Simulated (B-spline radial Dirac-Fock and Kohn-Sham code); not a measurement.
# Two-hole binding energies of Cu³⁺

System: copper as Cu³⁺, configuration 1s2 2s2 2p6 3s2 3p6 3d8, inside a Watson sphere of charge -3 and radius 2.2 Å (a model of the Madelung potential; inside it an electron's potential energy is raised by 19.6 eV).

Calculated with an atomic code on a B-spline grid, using Dirac-Fock ΔSCF + Breit + QED. U is the two-hole binding energy less the two single-hole energies, the effective repulsion of the holes after relaxation. Each two-hole energy is an average over J within one jj subconfiguration.

```csv
holes,E(a) (eV),E(b) (eV),E(ab) (eV),U (eV)
1s⁻²,9020.0,9020.0,18456.4,416.4
1s⁻¹ 2p1/2⁻¹,9020.0,993.9,10123.1,109.2
1s⁻¹ 2p3/2⁻¹,9020.0,973.8,10100.1,106.2
1s⁻¹ 3p3/2⁻¹,9020.0,113.4,9165.4,32.0
2s⁻²,1141.4,1141.4,2349.4,66.5
2s⁻¹ 2p1/2⁻¹,1141.4,993.9,2195.9,60.6
2s⁻¹ 2p3/2⁻¹,1141.4,973.8,?,?
2p3/2⁻²,973.8,973.8,2022.3,74.6
2s⁻¹ 3p3/2⁻¹,1141.4,113.4,1283.6,28.8
2p1/2⁻¹ 3s⁻¹,993.9,163.4,1186.8,29.5
2p1/2⁻¹ 3p3/2⁻¹,993.9,113.4,1136.8,29.5
3p1/2⁻²,116.0,116.0,258.5,26.4
3p1/2⁻¹ 3p3/2⁻¹,116.0,113.4,254.0,24.6
3p3/2⁻²,113.4,113.4,251.9,25.1
```

Q: Give the missing two-hole energy and U.

A: E(ab) = 2175.4 eV and U = 60.1 eV.
